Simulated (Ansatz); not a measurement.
Geometry optimisation, RKS B3LYP/def2-SVP (Ansatz).

The input (input.yaml):

```yaml
crystal:
  periodic: [false, false, false]
  atoms:
    - { symbol: Na, position_ang: [0.14556, 2.46398, -2.46713] }
    - { symbol: O, position_ang: [-0.09637, 0.97352, -1.32554] }
    - { symbol: Si, position_ang: [-0.47026, -0.39264, -0.63713] }
    - { symbol: Al, position_ang: [0.51243, -0.34458, 1.58333] }
    - { symbol: H, position_ang: [0.01085, -1.58045, -1.42] }
    - { symbol: H, position_ang: [-1.95323, -0.62021, -0.58015] }
    - { symbol: H, position_ang: [0.9205, -1.59532, 2.45717] }
    - { symbol: H, position_ang: [0.70736, 0.93247, 2.49175] }
basis:
  gaussian: { orbitals: def2-SVP }
hamiltonian:
  xc: b3lyp
relax:
  f_tol: 0.015
  max_steps: 40
```

Run as:

```bash
$ ansatz run input.yaml --threads 1 --pin off --max-ram 2048MiB --backend cpu --events-out ev --progress --plain --runs-dir out
```

Q: Where does it end, and by what steps?

A: It converged. The force dipped under the threshold on the way, but the program's further checks kept it going. After 16 steps the energy has fallen by 0.208 eV; H8 moved furthest, 0.57 Å.

| step | energy less start (eV) | largest force component (eV/Å) | accepted |
| --- | --- | --- | --- |
| 0 | 0.0000 | 1.335 | yes |
| 1 | -0.1308 | 0.923 | yes |
| 2 | -0.1891 | 0.275 | yes |
| 3 | -0.1949 | 0.044 | yes |
| 4 | -0.1956 | 0.034 | yes |
| 5 | -0.1994 | 0.049 | yes |
| 6 | -0.2014 | 0.055 | yes |
| 7 | -0.2024 | 0.046 | yes |
| 8 | -0.2040 | 0.099 | yes |
| 9 | -0.2034 | 0.149 | no |
| 10 | -0.2056 | 0.034 | yes |
| 11 | -0.2066 | 0.024 | yes |
| 12 | -0.2075 | 0.048 | yes |
| 13 | -0.2077 | 0.056 | yes |
| 14 | -0.2079 | 0.035 | yes |
| 15 | -0.2081 | 0.014 | yes |
| 16 | -0.2081 | 0.009 | yes |

```xyz
8
Properties=species:S:1:pos:R:3
Na 0.106 2.760 -2.213
O -0.268 0.957 -1.488
Si -0.458 -0.444 -0.692
Al 0.476 -0.351 1.605
H 0.184 -1.635 -1.379
H -1.903 -0.888 -0.559
H 0.473 -1.555 2.666
H 1.166 0.992 2.163
```

Time of the run: 24 s on 1 thread of AMD EPYC 9R45 96-Core Processor (Zen 5), with other jobs on the host, peak memory 0.19 GiB.
